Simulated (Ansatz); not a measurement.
This geometry of CH₆SSi₂ (10 atoms, charge 0, multiplicity 1) is a first-order saddle point.

Level of theory: RHF/def2-SVP in Ansatz 0.2.0.

```xyz
10
Properties=species:S:1:pos:R:3
Si -1.392 0.769 -0.908
Si -0.007 -0.806 0.184
C 1.551 -0.245 1.020
S 1.934 -1.135 -0.580
H -0.858 1.051 -2.259
H -1.429 2.023 -0.118
H -2.769 0.229 -1.018
H -0.701 -1.964 0.781
H 1.914 -0.773 1.896
H 1.841 0.800 1.005
```

(1) Which two structures does it join? (They come from a converged band through this point; their orientation in space is the band's.)

(2) How far does it lie above each of them?

Results:

(1) No bond is made or broken. The dihedral H5–Si1–Si2–S4 goes from -44 to 77°. The two ends are copies of one structure, up to a mirror image or an exchange of like atoms.

First end point:

```xyz
10
Properties=species:S:1:pos:R:3
Si -1.402 0.791 -0.849
Si -0.101 -0.723 0.398
C 1.655 -0.292 0.804
S 1.580 -1.560 -0.569
H -0.488 1.709 -1.568
H -2.286 1.573 0.050
H -2.240 0.051 -1.821
H -0.824 -1.575 1.361
H 2.108 -0.678 1.711
H 2.081 0.654 0.487
```

Last end point:

```xyz
10
Properties=species:S:1:pos:R:3
Si -1.384 0.769 -0.899
Si 0.039 -0.827 0.086
C 1.484 -0.258 1.095
S 2.042 -0.868 -0.583
H -1.784 0.318 -2.252
H -0.654 2.054 -0.991
H -2.603 0.948 -0.072
H -0.578 -2.114 0.460
H 1.847 -0.874 1.912
H 1.672 0.800 1.247
```

(2) 0.042 eV above the first and 0.042 eV above the second. This is the barrier of this one path; another mechanism may lie lower.

Time of the run: 91 s on 1 thread of Arm Neoverse V1, with other jobs on the host, peak memory 0.2 GiB.
